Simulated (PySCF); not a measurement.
# Static response to an electric field

Compound: C₃H₁₁ClSi₂.
Geometry (GFN2-xTB, Å), atoms numbered from 1 in this order:
```xyz
17
C3H11ClSi2 angstrom
C     -1.089   -1.375    0.321
C     -1.030    0.150    0.380
C     -1.403    0.747   -0.975
Si     0.699    0.768    0.944
Si     2.411   -0.006   -0.414
Cl     0.950    0.145    2.873
H     -2.086   -1.709    0.035
H     -0.382   -1.761   -0.412
H     -0.853   -1.810    1.290
H     -1.779    0.482    1.108
H     -1.408    1.834   -0.931
H     -2.393    0.415   -1.282
H     -0.691    0.441   -1.739
H      0.609    2.234    1.043
H      3.297    1.085   -0.829
H      3.246   -1.023    0.228
H      1.895   -0.606   -1.650
```

Level: CAM-B3LYP/def2-SVPD (PySCF), static field, nuclei fixed, core orbitals frozen in the response. The polarisability tensor in these axes (au):

```
x   111.04   0.22  -0.14
y     0.22  94.87  -0.17
z    -0.14  -0.17 108.65
```

Question: What are the eigenvalues, a third of the trace, and Δα (Δα² = ½Σ(αi − αj)² over the three pairs)?

Answer: Principal values 94.86, 108.64 and 111.05 au; mean 104.85 au = 15.54 Å³ = 17.29 × 10⁻⁴⁰ C²·m²/J; Δα = 15.13 au (14 % of the mean).

Question: What is the dipole moment, and where does it point?

Answer: (-0.82, 0.13, -1.54) D, 1.75 D in size, pointing from the negative to the positive side. Measured along this direction, the outermost atoms are Cl6 at the negative end and H12 at the positive end.

Question: Estimate the molar refractivity from the static electronic polarisability.

Answer: Lorentz–Lorenz: R = (4π/3)N_A α = 2.5225 cm³/(mol·Å³) × 15.54 Å³ = 39.2 cm³/mol, in the limit of long wavelengths.

Question: In TDDFT the mean static polarisability is Σ f/ω² over all singlet excitations (ω in hartree). How much of it do the 8 lowest give? Their energies (eV) and oscillator strengths: 6.36, 0.0087; 6.87, 0.0135; 6.93, 0.0249; 7.49, 0.0236; 7.75, 0.0658; 7.88, 0.1969; 8.19, 0.0006; 8.24, 0.0954.

Answer: They add up to 5.27 au, 5.0 % of the 104.85 au; the largest single term is 2.35 au, from the state at 7.88 eV. Terms in order: 0.16, 0.21, 0.38, 0.31, 0.81, 2.35, 0.01, 1.04 au. Higher excitations give the rest. The strengths listed sum to 0.430.

Question: Give the principal axes and the span of the nuclei along them.

Answer: Largest value along (1.00, 0.01, -0.06), where the nuclei span 5.66 Å; middle along (0.06, -0.01, 1.00), 4.71 Å; least along (-0.01, 1.00, 0.01), 4.02 Å. The response follows the extents in order.

Question: What depolarisation ratio follows for Rayleigh scattering of linearly polarised light, taking the static tensor?

Answer: ρ = 3Δα²/(45ᾱ² + 4Δα²) = 686.8/(494735 + 915.8) = 0.00139.

Isolated species at its GFN2-xTB geometry (one conformer only). GFN2-xTB frequencies show an imaginary mode (35i cm⁻¹), so this geometry is no minimum at that level.
